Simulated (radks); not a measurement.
Results of a calculation; reference values are marked as such.
The nuclear charge of neutral neon is varied continuously with 10 electrons held in [Ne]. Code: a radial shooting solver on a logarithmic mesh with Libxc functionals. Model: scalar-relativistic Kohn-Sham, SCAN, spin-unpolarised, spherical densities, finite nucleus; meta-GGA in the generalised Kohn-Sham scheme; Fermi nuclear charge, rms radius 3.0055 fm. By the Hellmann-Feynman theorem dE/dZ = E(electron-nucleus)/Z, the electronic potential at the nucleus (averaged over a nucleus of fixed radius). The scalar-relativistic energy here is not variational (the density holds large components alone), so the two differ by a part that grows with Z.

| Z | E (hartree) | E(electron-nucleus)/Z (hartree) | HOMO | e(HOMO) (eV) | <r> HOMO (bohr) |
|---|---|---|---|---|---|
| 9.75 | -121.43272 | -30.1597 | 2p | -9.337 | 1.033 |
| 10 | -129.10054 | -31.1776 | 2p | -13.979 | 0.9731 |
| 10.25 | -137.02265 | -32.1936 | 2p | -19.117 | 0.9212 |
| 10.5 | -145.19863 | -33.2082 | 2p | -24.734 | 0.8755 |

The central difference of E at Z = 10 is -31.180 hartree, to compare with the third column; the second derivative is -4.07 hartree.
